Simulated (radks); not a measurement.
Ir3+, 74 electrons, occupied as [Xe] 4f14 5d5 6s1 (not the ground configuration). Method: Dirac Kohn-Sham, BP86, spin-unpolarised, spherical densities, point nucleus; open shells fill j = l - 1/2 first; computed with a radial shooting solver on a logarithmic mesh with Libxc functionals. Some entries of the table are withheld. Estimate them.

| orbital | occ. | eigenvalue (eV) | <1/r> (bohr^-1) |
|---|---|---|---|
| 1s1/2 | 2 | -76065.89 | 92.27 |
| 2s1/2 | 2 | -13325.26 | 22.58 |
| 2p1/2 | 2 | -12764.98 | 22.53 |
| 2p3/2 | 4 | -11136.59 | 18.59 |
| 3s1/2 | 2 | -3143.603 | 8.288 |
| 3p1/2 | 2 | -2892.827 | 8.199 |
| 3p3/2 | 4 | -2536.287 | 7.176 |
| 3d3/2 | 4 | (1) | 7.072 |
| 3d5/2 | 6 | (2) | 6.835 |
| 4s1/2 | 2 | -698.3999 | 3.497 |
| 4p1/2 | 2 | -592.6262 | 3.386 |
| 4p3/2 | 4 | -508.2922 | 3.030 |
| 4d3/2 | 4 | (3) | 2.822 |
| 4d5/2 | 6 | (4) | 2.739 |
| 5s1/2 | 2 | (5) | 1.399 |
| 5p1/2 | 2 | (6) | 1.275 |
| 4f5/2 | 6 | -99.1351 | 2.335 |
| 4f7/2 | 8 | -96.0110 | 2.302 |
| 5p3/2 | 4 | (7) | 1.150 |
| 5d3/2 | 4 | -40.3662 | (8) |
| 5d5/2 | 1 | -38.8502 | (9) |
| 6s1/2 | 1 | -32.9700 | 0.5476 |
| 6p1/2 | 0 | (10) | 0.4742 |
| 6p3/2 | 0 | (11) | 0.4403 |
| 6d3/2 | 0 | -13.6277 | 0.3188 |
| 6d5/2 | 0 | -13.3934 | 0.3134 |

Answer. 
(1) 3d3/2 eigenvalue (eV): -2118.018
(2) 3d5/2 eigenvalue (eV): -2040.995
(3) 4d3/2 eigenvalue (eV): -335.0568
(4) 4d5/2 eigenvalue (eV): -319.4073
(5) 5s1/2 eigenvalue (eV): -132.7695
(6) 5p1/2 eigenvalue (eV): -99.3246
(7) 5p3/2 eigenvalue (eV): -85.4105
(8) 5d3/2 <1/r> (bohr^-1): 0.8684
(9) 5d5/2 <1/r> (bohr^-1): 0.8417
(10) 6p1/2 eigenvalue (eV): -25.1920
(11) 6p3/2 eigenvalue (eV): -23.1563
